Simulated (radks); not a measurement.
The numbers below are computed, except where a source is named.
The argon ion Ar2+ inside a hard spherical wall (all orbitals vanish at R), configuration held at [Ne] 3s2 3p4 and not refilled when levels cross. Level of theory: scalar-relativistic Kohn-Sham, r2SCAN, spin-polarised, spherical densities, finite nucleus; open shells are filled with parallel spins first; meta-GGA in the generalised Kohn-Sham scheme; Fermi nuclear charge, rms radius 3.4274 fm (a radial shooting solver on a logarithmic mesh with Libxc functionals). Eigenvalues in eV for spin up, with the zero of energy where the potential of the charges vanishes at infinity; a dash marks a level that is unbound or too diffuse for the functional's potential to be trusted. A positive occupied level is held by the wall or, in an anion where self-interaction has pushed it up, behind a barrier. The pressure on the wall is -dE/dV.

R (bohr)  E (hartree)  kinetic (hartree)    e(2s)    e(2p)    e(3s)    e(3p)  e(3d, empty)  e(4s, empty)  pressure (GPa)
free       -527.79439            530.636  -332.75  -263.67  -53.128  -37.166       -14.826             -               0
15         -527.79439            530.636  -332.75  -263.67  -53.128  -37.166       -14.826             -        < 0.0001
10         -527.79439            530.636  -332.75  -263.67  -53.128  -37.166       -14.826             -        < 0.0001
6          -527.79432            530.637  -332.74  -263.67  -53.125  -37.163       -14.779       -10.910          0.0130
4          -527.77588            530.817  -332.14  -263.06  -52.736  -36.718       -13.640        -2.792            7.33
2.5        -526.83935            535.835  -320.50  -251.27  -44.080  -26.492        -0.002        55.193             928
2          -524.29711            545.524  -304.03  -234.48  -26.945   -7.275        20.326        135.66            5410
